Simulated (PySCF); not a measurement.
# SrH: from constants to spectrum

UHF-CCSD(T) constants of SrH, ²Σ⁺ (doublet), unpaired electrons σ ↑ (PySCF, spin-free X2C with a Gaussian nucleus, basis sets Sr x2c-SVPall, H x2c-SVPall; masses 87.9056 and 1.0078 u):

```
ωe              : 1148.2 cm⁻¹
ωexe            : 18.8 cm⁻¹
Be              : 3.7246 cm⁻¹
αe              : 0.109 cm⁻¹
D (centrifugal) : 0.000157 cm⁻¹
De to Sr + H    : 1.48 eV
```

(1) Give the vibrational terms G(v) and spacings up to v = 6.

(2) How well does the Morse estimate ωe²/(4ωexe) reproduce De, and what is D0?

Correlated steps freeze 9 core orbitals. Correlated levels converge slowly with the basis: in double zeta they bind strong bonds too weakly, by up to about 1 eV, and carry superposition errors of some tenths. Spin–orbit coupling is left out. The state was picked by a PBE0 search and need not be the measured ground state.

Answers

(1) G(v) = ωe(v+½) − ωexe(v+½)².

```
v  G(v) (cm⁻¹)  G(v) − G(v−1)  Bv (cm⁻¹)
0          569                     3.670
1         1680           1111      3.561
2         2753           1073      3.452
3         3788           1035      3.343
4         4786            998      3.234
5         5746            960      3.125
6         6669            923      3.016
```

(2) It gives 2.17 eV, 147 % of the computed De. D0 = De − G(0) = 1.48 − 0.07 = 1.41 eV.
